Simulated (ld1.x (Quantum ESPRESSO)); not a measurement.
# Building the TM potential for manganese (PW91, scalar-relativistic).

Mn, norm-conserving Troullier–Martins (Kleinman–Bylander form), made with ld1.x (Quantum ESPRESSO) 7.5 (PW91, scalar-relativistic). Core [Ar], reference 3d5 4s2 4p0. Waves: 4s (bound): rc 2.65 bohr; 4p (bound, empty): rc 3.25 bohr; 3d (bound): rc 1.90 bohr. Local part: the d channel. Core correction: none.

All-electron outer shells of the reference configuration (PW91, scalar-relativistic, ld1.x):

```json
{"shell": "3s", "level (eV)": "-85.88", "outermost node (bohr)": "0.34", "outermost maximum (bohr)": "0.74"}
{"shell": "3p", "level (eV)": "-54.64", "outermost node (bohr)": "0.31", "outermost maximum (bohr)": "0.75"}
{"shell": "3d", "level (eV)": "-6.84", "outermost node (bohr)": "–", "outermost maximum (bohr)": "0.76"}
{"shell": "4s", "level (eV)": "-5.16", "outermost node (bohr)": "1.05", "outermost maximum (bohr)": "2.51"}
{"shell": "4p", "level (eV)": "-1.42", "outermost node (bohr)": "1.16", "outermost maximum (bohr)": "3.38"}
```

Calculated quality:

```
Cutoffs needed           : 70 Ry and 110 Ry (the cutoffs (Ry, on a coarse ladder) from which the occupation-weighted sum of valence levels, in a spherical-Bessel basis at the reference potential, stays within 10 and 1 mRy of its value at 400 Ry)
Ghost test               : ghost states, extra bound levels that the all-electron valence spectrum of the same l lacks: s at -122.5 eV, p at -34.7 eV; a true bound ghost makes a file unfit for plane-wave use (spherical-Bessel basis up to 400 Ry, 20 bohr box)
Largest excitation error : -2678 meV (all-electron minus pseudo) for 3d4 4s2 4p1, out of 7 test configurations
```

Generation and tests took about 4 s on one core of a shared server CPU.
